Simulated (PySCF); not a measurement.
H$_{12}$MnO$_{6}$ (SMILES [OH2]->[Mn+2](<-[OH2])(<-[OH2])(<-[OH2])(<-[OH2])<-[OH2]), charge +2, sextet, geometry from GFN2-xTB (such geometries of metal compounds can be far from the true shape). Base run: DF-PBE0/3-21G run with PySCF.

PySCF was given this input:
```python
from pyscf import gto, scf, dft

mol = gto.M(
    atom='''
Mn   -0.00063942    0.00020933    0.00001784
O    -0.82550013    1.89228342   -1.07802357
H    -1.63758451    1.95817530   -1.59398725
H    -0.43216225    2.77281080   -1.08098040
O     1.82393510    1.16911336    0.84561490
H     1.87320341    1.64034769    1.68558344
H     2.67593419    1.29945647    0.41299253
O     1.20817102   -0.47524321   -1.92953272
H     1.77470768   -1.24085005   -2.08097995
H     1.22506864    0.03828599   -2.74564457
O    -1.16899651    0.58686199    1.92700856
H    -1.73161816    1.36017882    2.05142413
H    -1.20228042    0.09339134    2.75491605
O    -1.83661873   -1.22494394   -0.74206859
H    -1.91193093   -1.70521728   -1.57496564
H    -2.68021292   -1.33794237   -0.28861353
O     0.80633101   -1.95046856    0.97679709
H     0.39238237   -2.82137762    0.96264610
H     1.61190443   -2.04331680    1.49879762
''',
    basis='3-21g',
    charge=2,
    spin=5,
    verbose=4,
)

mf = dft.UKS(mol)
mf.xc = 'pbe0'
mf = mf.density_fit(auxbasis='def2-universal-jkfit')
mf.kernel()
mf.analyze()
```

Variants of this job, named by their change:

| change | basis functions | E (Eh) | HOMO (eV) | outcome |
|---|---|---|---|---|
| base | 105 | -1600.32276 | -14.68 | converged |
| basis = jorge-DZP-DKH; relativity = spin-free X2C (without mf = mf.density_fit(auxbasis='def2-universal-jkfit')) | 193 | - | - | not converged |
| basis = cc-pVDZ-DK; relativity = none (without mf = mf.density_fit(auxbasis='def2-universal-jkfit')) | 187 | -1605.15434 | -16.97 | converged |
| basis = cc-pVDZ-DK; relativity = spin-free X2C (without mf = mf.density_fit(auxbasis='def2-universal-jkfit')) | 187 | - | - | not converged |
| basis = cc-pVDZ-DK; relativity = spin-free X2C; nucleus = Gaussian (with nucmod='G'; without mf = mf.density_fit(auxbasis='def2-universal-jkfit')) | 187 | - | - | not converged |

Total energies compare only within one method and basis.

Open shells are given as the SCF converged; they aren't shown to be the lowest states, and a large step between rows can be another state.

Basis sets contracted for a relativistic Hamiltonian are a mismatch without it, so the rows without relativity aren't non-relativistic limits. No row has spin-orbit coupling; sets with core potentials leave out the core electrons.
